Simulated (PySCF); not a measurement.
Si(Br)2(Me)(NH2) (CH5Br2NSi), SMILES C[Si](N)(Br)Br.

Geometry: PBE0-D3(BJ)/def2-SVP. The geometry has at least one imaginary mode, so it is a saddle point at that level. This is a generated structure with no PubChem entry under its InChIKey; it may be hypothetical. Other conformers were not sampled.

Calculation: PBE/def2-TZVP in PySCF.

Isolated molecule, no solvent.

Computed frontier levels, gap, dipole moment and polarisability:
highest occupied level: -6.50 eV
lowest empty level: -0.78 eV
orbital gap: 5.72 eV
dipole moment: 1.98 D
quadrupole, principal values (traceless, Buckingham form, about the centre of nuclear charge): -3.84, -2.09, 5.93 D·Å
mean static polarisability: 85.3 bohr³ (12.65 Å³)
polarisability, principal values: 76.1, 83.4, 96.5 bohr³
